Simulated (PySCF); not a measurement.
Isomers of C4H5B. Method: PySCF, PBE0-D3(BJ)/def2-SVP geometry optimisation, gas phase. Energies are electronic, without zero-point or thermal terms, for one conformer each. No frequencies were run at this level. Point groups hold within 0.08 Å.

Question: Order them by energy at this level, lowest first, and give relative energies in kcal/mol.
A. `[CH:1]#[C:2][BH:3][CH:4]=[CH2:5]` with C2–B3–C4–C5 -1°
B. `BC#CC=C`
C. `BC(=C)C#C`

Answer: A (0.0), B (3.2), C (14.7).

```json
{"SMILES": "C#CBC=C", "E (Eh)": "-179.82962", "E rel (kcal/mol)": "0.0", "dipole (D)": "1.34", "point group": "Cs", "A, B, C (MHz)": "12794, 3196, 2557"}
{"SMILES": "BC#CC=C", "E (Eh)": "-179.82445", "E rel (kcal/mol)": "3.2", "dipole (D)": "2.36", "point group": "Cs", "A, B, C (MHz)": "36125, 2235, 2105"}
{"SMILES": "BC(=C)C#C", "E (Eh)": "-179.80618", "E rel (kcal/mol)": "14.7", "dipole (D)": "1.17", "point group": "Cs", "A, B, C (MHz)": "10233, 3976, 2864"}
```
